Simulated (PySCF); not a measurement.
B(H)(Me)(OSiH3) (CH₇BOSi), SMILES CBO[SiH3]. Atoms are numbered in the order given.

```xyz
11

B     -0.4755    -1.0804     0.0000
H     -1.6846    -0.9265     0.0000
C      0.1531    -2.5158     0.0000
H     -0.2057    -3.0829     0.8783
H     -0.2057    -3.0829    -0.8783
H      1.2537    -2.5159     0.0000
O      0.3142     0.0242     0.0000
Si     0.0009     1.6756     0.0000
H     -1.4685     1.9259     0.0000
H      0.6219     2.2634     1.2165
H      0.6219     2.2634    -1.2165
```

The structure is a stationary point at B3LYP-D3(BJ)/def2-SVP. The structure was generated by enumeration, and PubChem lists no compound with its InChIKey, so it may never have been made. One conformer was computed; it need not be the lowest.

These are B3LYP-D3(BJ)/def2-SVP run with PySCF 2.14.0 values and carry that method's errors.

Frequencies are harmonic and unscaled.

Q: Estimate the vibrational spectrum. (Estimate from the structure and the level; the computed values follow.)

A: 
| mode | ν (cm⁻¹) | IR (km/mol) | moving atoms (share of kinetic energy) |
|---|---|---|---|
| 1 | 69 | 0.7 | H 89 %, O 9 % |
| 2 | 95 | 0.8 | H 70 %, B 25 % |
| 3 | 123 | 0.4 | O 50 %, H 31 %, C 11 % |
| 4 | 148 | 1.7 | O 43 %, H 25 %, Si 11 %, B 11 %, C 10 % |
| 5 | 364 | 1.4 | H 30 %, C 28 %, Si 19 %, B 17 % |
| 6 | 651 | 0.2 | H 90 % |
| 7 | 677 | 25.8 | H 51 %, Si 18 %, C 12 %, B 11 %, O 9 % |
| 8 | 729 | 43.8 | H 75 %, O 12 %, Si 10 % |
| 9 | 737 | 52.3 | H 84 %, Si 9 % |
| 10 | 887 | 29.6 | O 33 %, H 33 %, C 13 %, B 10 %, Si 10 % |
| 11 | 952 | 62.2 | H 95 % |
| 12 | 960 | 78.3 | H 95 % |
| 13 | 980 | 418.3 | H 88 %, Si 11 % |
| 14 | 996 | 67.3 | H 52 %, B 35 %, C 10 % |
| 15 | 1020 | 28.7 | H 43 %, B 35 %, C 21 % |
| 16 | 1162 | 23.3 | H 71 %, O 19 %, B 8 % |
| 17 | 1302 | 23.9 | H 65 %, C 22 % |
| 18 | 1386 | 434.2 | H 48 %, B 31 %, O 16 % |
| 19 | 1434 | 3.1 | H 96 % |
| 20 | 1451 | 217.9 | H 61 %, B 25 %, O 9 % |
| 21 | 2231 | 85.5 | H 97 % |
| 22 | 2250 | 133.6 | H 96 % |
| 23 | 2251 | 97.0 | H 97 % |
| 24 | 2521 | 181.3 | H 91 %, B 9 % |
| 25 | 3014 | 0.7 | H 97 % |
| 26 | 3077 | 8.1 | H 91 %, C 9 % |
| 27 | 3125 | 16.0 | H 91 %, C 9 % |
